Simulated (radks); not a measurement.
The mean radii <r> (bohr) of the occupied orbitals of an atom or ion are listed with their occupations. Method: scalar-relativistic Kohn-Sham, r2SCAN, spin-polarised, spherical densities, finite nucleus; meta-GGA in the generalised Kohn-Sham scheme; Fermi nuclear charge, rms radius of each element as measured or else 0.836 A^(1/3) + 0.57 fm; computed with a radial shooting solver on a logarithmic mesh with Libxc functionals.

| orbital | occ. | <r> |
|---|---|---|
| 1s up | 1 | 0.02318 |
| 1s down | 1 | 0.02318 |
| 2s up | 1 | 0.09894 |
| 2s down | 1 | 0.09894 |
| 2p up | 3 | 0.08712 |
| 2p down | 3 | 0.08712 |
| 3s up | 1 | 0.2601 |
| 3s down | 1 | 0.2600 |
| 3p up | 3 | 0.2586 |
| 3p down | 3 | 0.2584 |
| 3d up | 5 | 0.2364 |
| 3d down | 5 | 0.2361 |
| 4s up | 1 | 0.5908 |
| 4s down | 1 | 0.5908 |
| 4p up | 3 | 0.6241 |
| 4p down | 3 | 0.6240 |
| 4d up | 5 | 0.6794 |
| 4d down | 5 | 0.6793 |
| 5s up | 1 | 1.350 |
| 5s down | 1 | 1.365 |
| 5p up | 3 | 1.504 |
| 5p down | 2 | 1.524 |
| 4f up | 3 | 0.8515 |

Name the element and its charge. Open shells, if any, are filled with parallel spins first.

Answer. Z = 61, promethium, charge +5: Pm5+ in [Kr] 4d10 4f3 5s2 5p5. The 1s radius gives Z: for a bare nucleus <r> = (2 gamma + 1)/(2Z) with gamma = sqrt(1 - (Z/c)^2), 0.02288 bohr for Z = 61, and screening makes it slightly larger (0.02318 here). The occupations add up to 56, and the charge is Z minus that.
